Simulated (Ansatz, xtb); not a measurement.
# B2F2H6N2: which of two isomers lies lower

We compare I, `[NH3+][BH2-][NH+]=[B-](F)F`, a singlet, with II, `F[B-]1(F)[NH2+][BH2-][NH2+]1`, a singlet. Both are isolated molecules in the gas phase, relaxed with PBE0-D4/def2-SVP; the shapes shown needn't be the lowest conformers.

I (Å):

```xyz
12

B    -1.1450    1.4960   -1.2299
B    -2.1678   -0.0220    0.6006
F    -2.6773   -0.8690   -0.3263
F    -2.4418   -0.3295    1.8690
N    -0.6245    0.1692   -2.0382
N    -1.3783    1.0413    0.2022
H     0.2601   -0.1794   -1.6662
H    -0.5116    0.3595   -3.0338
H    -1.3274   -0.5664   -1.9202
H    -2.1526    1.8248   -1.8501
H    -0.2469    2.3235   -1.3169
H    -0.9782    1.6146    0.9338
```

II (Å):

```xyz
12

B     0.0111    1.0211   -0.9416
B    -0.3296   -0.6720    0.4293
F    -1.0038    1.6133   -1.6383
F     1.2533    1.5491   -1.1516
N    -0.3255    0.9214    0.6080
N     0.0080   -0.5561   -1.1339
H     0.4024    1.2984    1.2104
H    -1.2166    1.3415    0.8616
H    -1.4350   -1.1415    0.6158
H     0.5779   -1.1945    1.0461
H     0.9065   -0.9353   -1.4231
H    -0.7129   -0.8899   -1.7692
```

Which of the two would you expect CCSD(T)/def2-SVP + ΔMP2/def2-TZVPP electronic energies to favour?

Structure II; the calculation gives E(II) − E(I) = −10.7 kcal/mol.

How the difference moves with the method:

| level | geometry | E(II) − E(I) (kcal/mol) | departure from the last row (kcal/mol) | job, with rough time for the two |
| --- | --- | --- | --- | --- |
| GFN2-xTB | GFN2-xTB | −11.3 | −0.6 | optimisation, 0.2 s |
| HF/STO-3G | GFN2-xTB | −28.8 | −18.1 | single point, 0.54 s |
| r2SCAN-D4/def2-SVP | GFN2-xTB | −14.1 | −3.4 | single point, 7.2 s |
| PBE0-D4/def2-SVP | PBE0-D4/def2-SVP | −14.3 | −3.6 | optimisation, 64 s |
| HF/def2-SVP | PBE0-D4/def2-SVP | −9.5 | +1.2 | part of the CCSD(T) run |
| MP2/def2-SVP | PBE0-D4/def2-SVP | −12.9 | −2.2 | part of the CCSD(T) run |
| CCSD(T)/def2-SVP | PBE0-D4/def2-SVP | −12.7 | −2.0 | single point |
| CCSD(T)/def2-SVP + ΔMP2/def2-TZVPP | PBE0-D4/def2-SVP | −10.7 |  | single point, 87 s |

As drawn, II has 2 B–N in place of 1 B=N. Structure I has no ring, II a 4-membered ring.

The levels shown agree on the order. The largest departure from CCSD(T)/def2-SVP + ΔMP2/def2-TZVPP is that of HF/STO-3G, 18.1 kcal/mol. The last row adds to CCSD(T) the change of the MP2 difference between the two basis sets, here +2.0 kcal/mol.

With thermal terms from frequencies at re-optimised GFN2-xTB minima (ideal gas, soft modes damped towards free rotors, one conformer each, 298.15 K, 1 atm): on the last row, ΔE + ΔZPE = −9.9, ΔH = −10.7, ΔG = −8.4 kcal/mol.

The correlated steps freeze 6 core orbitals. Codes used: Ansatz 0.2.0, xtb 6.7.1; the last row on 2 threads of Arm Neoverse N1 on a shared host.
